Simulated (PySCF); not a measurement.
A side-by-side comparison of computed properties.

First species: C6H7FO.
Cartesian coordinates in Å at the GFN2-xTB level; atoms count from 1:
```
atom  x, y, z in Å
C1    -2.0786    0.4506    0.5859
C2    -1.3040   -0.5390   -0.2886
C3     0.1556   -0.2400   -0.2909
O4     0.6528    0.6832   -1.1421
C5     1.9749    0.7813   -0.9267
C6     2.3735   -0.0644    0.0604
C7     1.1867   -0.7192    0.4667
F8     1.0906   -1.6535    1.4231
H9    -3.1419    0.2283    0.5487
H10   -1.9228    1.4676    0.2347
H11   -1.7455    0.3857    1.6187
H12   -1.4498   -1.5533    0.0860
H13   -1.6739   -0.4839   -1.3140
H14    2.5199    1.4757   -1.5338
H15    3.3582   -0.2111    0.4499
```

Second species: C5H3F3NP.
Bonds: F1–C2, C2–F3, C2–F4, C2–C5, C5–C6 (aromatic), C6–C7 (aromatic), C7–P8 (aromatic), P8–C9 (aromatic), C9–N10 (aromatic), C5–N10 (aromatic). Hydrogens: H11 on C6; H12 on C7; H13 on C9.

Levels: PBE0/def2-SVPD for dipole moment, HOMO energy, LUMO energy, HOMO–LUMO gap, static isotropic polarisability and electronic spatial extent ⟨r²⟩ about the centre of nuclear charge; TDDFT PBE0/def2-SVPD for lowest singlet excitation; TDA PBE0/def2-SVPD for lowest triplet excitation (Tamm–Dancoff); GFN2-xTB for rotational constant A and rotational constant C. Geometries: GFN2-xTB. All species are isolated and taken at one optimised geometry, non-relativistic unless stated. Electronic properties by PySCF.

Dipoles, sizes and rotational constants follow the conformer. The torsions of the flexible species, by atom-mapped SMILES:
- `[CH3:1][CH2:2][c:3]1[o:4][cH:5][cH:6][c:7]1[F:8]`: C1–C2–C3–O4 -84°
- `[F:1][C:2]([F:3])([F:4])[c:5]1[cH:6][cH:7][p:8][cH:9][n:10]1`: F1–C2–C5–C6 59°

Q: Which of the two has the higher T1 energy, and by how much?

A: The first: 3.90 eV against 3.13 eV, a difference of 0.77 eV.

Q: Which has the higher rotational constant C?

A: The first: 1.277 GHz against 0.630 GHz, a difference of 0.647 GHz.

Q: Which has the higher static isotropic polarisability?

A: The second: 89.5 au against 72.3 au, a difference of 17.2 au.

Q: Which has the higher S1 energy?

A: The first: 5.92 eV against 3.65 eV, a difference of 2.27 eV.

Q: Which of the two has the higher rotational constant A, and by how much?

A: The first: 3.037 GHz against 2.763 GHz, a difference of 0.274 GHz.

Q: Which of the two has the higher LUMO energy, and by how much?

A: The first: 0.10 eV against -2.56 eV, a difference of 2.66 eV.

Q: Which of the two has the higher HOMO–LUMO gap, and by how much?

A: The first: 6.57 eV against 5.18 eV, a difference of 1.39 eV.

Q: Which has the higher ⟨r²⟩?

A: The second: 1646 bohr² against 939 bohr², a difference of 707 bohr².

On the first: The vertical singlet–triplet gap S1 − T1 is 2.02 eV (TDDFT singlet less Tamm–Dancoff triplet; S1: HOMO→LUMO, weight 0.90; T1: HOMO→LUMO, weight 0.91).

On the second: S1 lies 1.53 eV below the HOMO–LUMO gap; its leading configuration is HOMO→LUMO, weight 0.99. The principal polarisabilities are 58.7, 91.9 and 118.0 au; their mean is the isotropic value.
